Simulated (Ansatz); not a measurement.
**An input for doublet [TiO2]+**

[TiO2]+ has 3 atoms, charge +1, and is taken as a doublet. SMILES of the parent species: `[O]=[Ti]=[O]`. Geometry: relaxed at PBE0-D4/def2-TZVP. That shape belongs to the parent species and isn't relaxed for this state.

```xyz
3

O     0.9210    0.9288    0.4446
Ti    0.1350   -0.4920    0.3316
O    -1.0561   -0.4368   -0.7762
```

Settings wanted:

```yaml
basis_set: STO-3G
task: energy
method: HF
reference: UHF
relativity: none
accuracy: high
```

Problem. Give an Ansatz 0.2.0 job that does this.

Solution. This one ran through:

input.yaml:
```yaml
crystal:
  periodic: [false, false, false]
  atoms:
    - {symbol: O, position_ang: [0.921000, 0.928800, 0.444600]}
    - {symbol: Ti, position_ang: [0.135000, -0.492000, 0.331600]}
    - {symbol: O, position_ang: [-1.056100, -0.436800, -0.776200]}
basis:
  gaussian:
    orbitals: STO-3G
total_charge: 1
magnetization:
  spin_polarized: true
  initial_magnetization: 1
hamiltonian:
  xc: hf
accuracy: high
output: {orbitals: {seedname: orbitals}}
```

```bash
$ ansatz run input.yaml --threads 1 --pin off --max-ram 3480MiB --events-out events.jsonl --progress --plain --runs-dir runs
```

Calculated total energy: -987.29669 Eh. The reference is spin-contaminated (⟨S²⟩ = 1.03).
